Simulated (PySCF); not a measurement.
Compound: C2H4Al2Cl2.
SMILES: `C#[C][AlH-]1[Cl+][AlH2-][Cl+]1`

Method: PBE0-D3(BJ)/def2-SVP geometry optimisation, gas phase (PySCF).

Masses are those of the commonest isotopes; rigid-rotor values at the optimised geometry. 

Task: Give the principal moments of inertia and the rotational constants in MHz.

Result: Ia = 245.49, Ib = 454.52, Ic = 581.60 u·Å²; 505379 MHz·u·Å²/I gives A = 2059, B = 1112, C = 869.0 MHz.

Task: Classify the top.

Result: An asymmetric top. Ray's parameter κ = (2B − A − C)/(A − C) = -0.592; −1 is the prolate and +1 the oblate limit.

Task: What does the inertial defect say?

Result: Not planar: Δ = Ic − Ia − Ib = -118.42 u·Å². For a rigid frame Δ = −2 Σ m c², so Σ m c² = 59.21 u·Å² lies off the ab plane: 13.68 from hydrogen and 45.53 from heavier atoms. The atom farthest from that plane is 2.44 Å away.

Task: List the rotational levels J(Ka,Kc) to J = 2 (MHz).

Result: Above 0(0,0):
J = 1: 1(0,1) 1981, 1(1,1) 2928, 1(1,0) 3171
J = 2: 2(0,2) 5901, 2(1,2) 6646, 2(1,1) 7375, 2(2,1) 10215, 2(2,0) 10257
The levels of one J sum to (2J + 1)J(J + 1)(A + B + C)/3.

Task: Predict some low-J microwave lines.

Result: The dipole components are |μa| = 0.41 D, |μb| = 0.00 D, |μc| = 0.50 D; the mirror of this Cs structure is the ac plane, so μb vanishes by symmetry (the 0.01 D computed is a residue) and there are no b-type lines. Intensities carry the squares of the components, which stand as 0.67 : 1.00 (a : c). Some lines, for components of 0.1 D or more:

```csv
type,branch,"J(Ka,Kc)",MHz,lower level (cm⁻¹)
c,Q,"4(1,4) ← 4(0,4)",312,0.642
c,Q,"1(1,1) ← 1(0,1)",947,0.066
a,Q,"5(2,3) ← 5(2,4)",1156,1.130
a,Q,"4(1,3) ← 4(1,4)",2399,0.653
a,R,"2(0,2) ← 1(0,1)",3921,0.066
c,Q,"4(3,2) ← 4(2,2)",4915,0.821
a,R,"3(1,2) ← 2(1,1)",6279,0.246
c,R,"2(2,1) ← 1(1,1)",7288,0.098
a,R,"4(2,3) ← 3(2,2)",7891,0.539
a,R,"4(2,2) ← 3(2,1)",8246,0.546
c,R,"3(2,1) ← 2(1,1)",8981,0.246
c,Q,"5(5,1) ← 5(4,1)",9526,1.565
c,R,"4(2,2) ← 3(1,2)",10948,0.455
c,R,"4(3,1) ← 3(2,1)",13191,0.546
c,R,"5(3,2) ← 4(2,2)",15038,0.821
c,R,"5(3,3) ← 4(2,3)",15473,0.802
c,R,"5(5,0) ← 4(4,0)",19525,1.232
```

Stationary, but not proved a minimum. No vibrational averaging or centrifugal distortion is included, and the geometry carries the error of its method. Quadrupole hyperfine structure (27Al, 35Cl) is left out.
